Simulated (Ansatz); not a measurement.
C4H2F4 can be A, `F/C=C(F)/C(F)=C/F`, or B, `FC(F)=CC=C(F)F`.

Program: Ansatz. Geometries: PBE0-D4/def2-TZVP. ΔE: electronic, gas phase. CCSD(T)/CBS is the MP2 limit (def2-TZVPP, def2-QZVPP) plus CCSD(T) − MP2 in def2-TZVPP, frozen cores. Functionals use def2-TZVPP. B3LYP here is the variant with VWN-RPA as its local correlation; programs differ in this. Each species was taken in one conformer, which may not be the lowest.

(1) Which is lower in electronic energy at CCSD(T)/CBS, and by how much? (Estimate.)

(2) Give E(B) − E(A) in kJ/mol with CCSD(T)/def2-TZVPP, LDA (SPW92), r2SCAN-D4, BLYP-D4, CCSD/def2-TZVPP, B3LYP-D4, CCSD(T)/def2-SVP. (Estimate.)

(3) Does the order hold for the free energy at 298.15 K (harmonic terms from PBE0-D4)? (Estimate.)

Largest T1 diagnostic: 0.013.

Results:

(1) Computed: B, by 67.6 kJ/mol.

(2) Ansatz gave: CCSD(T)/def2-TZVPP -70.7, LDA (SPW92) -80.8, r2SCAN-D4 -75.9, BLYP-D4 -63.5, CCSD/def2-TZVPP -70.5, B3LYP-D4 -66.7, CCSD(T)/def2-SVP -82.0. None reverses the order clearly.

(3) Ansatz gave: Yes: G(B) − G(A) = -67.4 kJ/mol, for one conformer each.

From BLYP to BHLYP (50 % exact exchange), in def2-TZVPP and without D4, E(B) − E(A) moves by −4.6 kJ/mol. At CCSD(T), def2-SVP lies −14.4 kJ/mol from the extrapolated value and def2-TZVPP −3.1 kJ/mol.
